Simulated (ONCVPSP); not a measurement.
**Before and after: ONCV potential for tungsten**

W, optimised norm-conserving Vanderbilt (ONCV), made with ONCVPSP 4.0.1 (PBE, scalar-relativistic). Core [Kr] 4d10, reference 4f14 5s2 5p6 5d4 6s2. Waves: 5s+6s: rc 2.00 bohr, ncon 4, nbas 9, qcut 4.7 1/bohr, 2 projectors; 5p: rc 1.80 bohr, ncon 4, nbas 9, qcut 6.5 1/bohr, 2 projectors, debl 2.4 Ha; 5d: rc 1.70 bohr, ncon 5, nbas 9, qcut 5.4 1/bohr, 2 projectors, debl 3.7 Ha; 4f: rc 0.65 bohr, ncon 3, nbas 8, qcut 29.4 1/bohr, 2 projectors, debl 2.6 Ha. Local part: polynomial inside 0.40 bohr (lpopt 5, dvloc0 6 Ha). Core correction: none.

Change: s: qcut 3.8; p: qcut 5.2; d: qcut 4.3; f: qcut 23.6.

Cutoffs: the cutoffs (Ha) at which the residual kinetic energy of the hardest occupied pseudo-wave falls to 1 and 0.1 mHa per electron; they do not see the model core or the augmentation charge, which bear on the density cutoff. Errors are all-electron minus pseudo energies relative to the spin-unpolarised reference configuration.

How do hardness, ghosts and transferability respond?

The potential gets softer (327 Ha and 362 Ha → 251 Ha and 276 Ha); both files keep a bound ghost (d, p, s); the errors of the 4 common tests hardly move.

| quantity | base | changed |
| --- | --- | --- |
| cutoff, loose | 327 Ha | 251 Ha |
| cutoff, tight | 362 Ha | 276 Ha |
| loose cutoff by channel | s 6.5 Ha, p 11 Ha, d 14 Ha, f 327 Ha | s 6.5 Ha, p 11 Ha, d 26 Ha, f 251 Ha |
| bound ghosts | s, p, d | s, p, d |
| GHOST(+) flags under 300 eV | p at 202.0 eV | none |
| error for 4f14 5s2 5p6 5d4 6s1, meV [ΔE 8.88 eV] | -5.4 | -5.6 |
| error for 4f14 5s2 5p6 5d4 6s0, meV [ΔE 24.56 eV] | -20 | -21 |
| error for 4f14 5s2 5p6 5d3 6s0, meV [ΔE 49.95 eV] | -15 | -15 |
| error for 4f14 5s2 5p5 5d4 6s2, meV [ΔE 48.94 eV] | -93 | -96 |
| s: phases at 2.02 bohr within 0.05 rad from the reference energy up to (Ha; the scan ends near 5) | to the end of the scan | to the end of the scan |
| p: phases at 1.83 bohr within 0.05 rad from the reference energy up to (Ha; the scan ends near 5) | to the end of the scan | to the end of the scan |
| d: phases at 1.72 bohr within 0.05 rad from the reference energy up to (Ha; the scan ends near 5) | to the end of the scan | to the end of the scan |
| f: phases at 0.66 bohr within 0.05 rad from the reference energy up to (Ha; the scan ends near 5) | to the end of the scan | to the end of the scan |

 A true bound ghost makes a file unfit for plane-wave use even where its test errors are small: the radial tests pick states by their node count and pass the ghost by.
